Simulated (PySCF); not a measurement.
Gas-phase reaction: 3 Cu2 + 3 Cl2 → 2 Cu3Cl3

Energies from PySCF (xtb for GFN2), thermal terms from the rigid-rotor harmonic-oscillator model, ideal gas at 1 bar. The comparison is the NASA 1993 polynomial table, which mixes measured and estimated data. After a fit of one offset per element over all species, the range-separated, M06-2X, PBE0/def2-QZVP and CCSD(T)/def2-TZVPP enthalpies, where run, lie to one side of the table for Cu2 (-17 kJ/mol): a fault of the table's entry, another state or a shared error of the levels is possible; this was not checked at source. S°(298 K) at PBE0/def2-TZVP differs from the NASA 1993 table for Cu3Cl3 (-13 J/mol/K); whether the harmonic model or the table's entry is off was not settled. † marks an energy on the PBE0/def2-TZVP geometry and frequencies; other levels use their own. 6-31G* has spherical d functions here. All species are closed-shell singlets. Cu: all electrons, no relativistic terms. The harmonic model lacks anharmonicity and excited electronic states, which grow with temperature; levels with a mode under 35 cm⁻¹ are left out. Soft modes under 120 cm⁻¹ make the harmonic entropy rough for Cu3Cl3. The table's entry may be an old estimate for Cu2, Cu3Cl3 (not checked at source).

```
level               ΔH°(298 K), kJ  minus table  ΔG°(800 K), kJ
------------------  --------------  -----------  --------------
table                      -1973.2            -         -1556.1
GFN2-xTB                   -1198.6        774.6          -815.6
HF/6-31G*                  -2351.7       -378.5         -1940.1
HF/def2-TZVP†              -1748.1        225.1         -1308.4
M06-2X/def2-TZVP†          -1859.1        114.1         -1419.4
PBE0/def2-QZVP†            -1871.5        101.7         -1431.8
PBE0/def2-TZVP             -1853.0        120.2         -1413.3
LDA/def2-TZVP†             -2055.2        -82.0         -1615.5
ωB97M-V/def2-TZVP†         -1937.6         35.6         -1497.9
ωB97X-V/def2-TZVP†         -1992.6        -19.4         -1552.9
```
